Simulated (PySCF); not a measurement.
Species: C4H5N2OP.
Z-matrix (Å and degrees, GFN2-xTB geometry), rows numbered from 1:
```
C 
C   1  1.5026
O   2  1.2152  1  123.81
C   2  1.4621  1  115.72  3   179.94
N   4  1.3568  2  117.91  1  -179.82
N   5  1.3050  4  117.39  2   179.87
C   6  1.3097  5  110.35  4     0.04
P   4  1.7417  2  131.54  1     0.12
H   1  1.0882  2  109.61  3  -120.84
H   1  1.0882  2  109.63  3   120.83
H   1  1.0865  2  110.00  3    -0.03
H   5  1.0136  4  121.90  2    -0.05
H   7  1.0756  6  118.53  5   180.00
```

Definitions: NICS(0) = −σiso at the ring centroid; NICS(1) = −σiso and NICS(1)zz = −σzz at ±1 Å along the ring normal z. Level: GIAO PBE0/pcSseg-1 (PySCF, non-relativistic, gas phase) on the GFN2-xTB geometry, one conformer.

Ring bond lengths (Å), with Mayer bond orders in brackets: C4–N5 1.357 (1.16), N5–N6 1.305 (1.24), N6–C7 1.310 (1.53), C7–P8 1.759 (1.25), P8–C4 1.742 (1.32).

Question: Give the NICS values of each ring in ppm.

Answer: 
```tsv
ring	type	NICS(0)	NICS(1), two faces	NICS(1)zz, two faces	rms pucker (Å)	centre to ring atoms, mean (Å)
C4–N5–N6–C7–P8	5-membered ring with 2 N and P; formal bonds all aromatic	-12.4	-12.6 / -12.6	-30.1 / -30.2	0.00	1.26
```

Question: What can be read from them?

Answer: 
- C4–N5–N6–C7–P8: mean NICS(1)zz -30.2 ppm, shielded.

Question: How equal are the bonds by HOMA? HOMA = 1 − mean of α(R − Ropt)² over the ring bonds, with Krygowski's 1993 parameters (CN: Ropt 1.334 Å, α 93.52 Å⁻²; CP: Ropt 1.698 Å, α 118.91 Å⁻²; NN: Ropt 1.309 Å, α 130.33 Å⁻²).

Answer: 
- C4–N5–N6–C7–P8: HOMA 0.84; the largest term is that of C7–P8, α(R − Ropt)² = 0.45.

Question: What field does 1 T along the ring normal induce along that normal at the second NICS(1) probe listed for ring C4–N5–N6–C7–P8, 1 Å off the ring?

Answer: NICSzz × B0 = -30.2 ppm × 1 T = -30 μT, against the applied field.

The run took 20 s on one thread, Arm Neoverse V1 (aarch64), shared host, and the process peaked at 0.74 GiB of memory. This is the whole shielding run at PBE0/pcSseg-1, SCF included.
